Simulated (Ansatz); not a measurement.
Cu3Ag4⁺. Total charge 1; singlet. Geometry r2SCAN-D4/def2-SVP.

```
atom   x (Å)   y (Å)   z (Å)
 Ag1   2.190   0.621   1.240
 Ag2  -1.328   1.997  -0.915
 Ag3   1.270  -1.933   0.965
 Ag4  -1.423  -2.095   0.554
 Cu5  -1.820  -0.437  -1.286
 Cu6   1.168   1.809  -0.719
 Cu7  -0.058   0.036   0.161
```

In the def2 sets Ag takes a core potential, while STO-3G treats all electrons; there is no spin–orbit coupling. LC-ωPBE has ω = 0.4 bohr⁻¹. The restricted singlet is unstable towards broken spin symmetry in Hartree–Fock (as tested in another run); at HF/STO-3G, PBE-D4/def2-SVP, r2SCAN-D4/def2-TZVP, LC-ωPBE/def2-TZVP this wasn't settled. No other spin state of charge 1 was run. Another isomer (singlet) lies 0.17 eV lower at PBE0-D4/def2-TZVP; other spin states weren't run for this one.

Q: Estimate the orbital energies around the gap (eV) in Ansatz with HF/STO-3G, PBE-D4/def2-SVP, PBE-D4/def2-TZVP, r2SCAN-D4/def2-TZVP, LC-ωPBE/def2-TZVP.

A: 
```tsv
orbital	HF/STO-3G	PBE-D4/def2-SVP	PBE-D4/def2-TZVP	r2SCAN-D4/def2-TZVP	LC-ωPBE/def2-TZVP
HOMO−5	-10.75	-9.37	-9.63	-9.67	-13.80
HOMO−4	-10.60	-9.35	-9.60	-9.63	-13.73
HOMO−3	-9.77	-9.33	-9.58	-9.62	-13.57
HOMO−2	-8.59	-9.24	-9.45	-9.46	-13.31
HOMO−1	-7.85	-9.11	-9.30	-9.27	-11.47
HOMO	-7.71	-9.05	-9.23	-9.19	-11.45
LUMO	-2.12	-7.05	-7.15	-6.94	-4.42
LUMO+1	-1.51	-6.88	-7.02	-6.78	-4.29
LUMO+2	-1.04	-6.46	-6.57	-6.32	-3.76
LUMO+3	-0.48	-6.37	-6.50	-6.21	-3.58
LUMO+4	-0.24	-4.58	-4.71	-4.44	-2.01
LUMO+5	-0.10	-4.57	-4.69	-4.41	-1.96
```
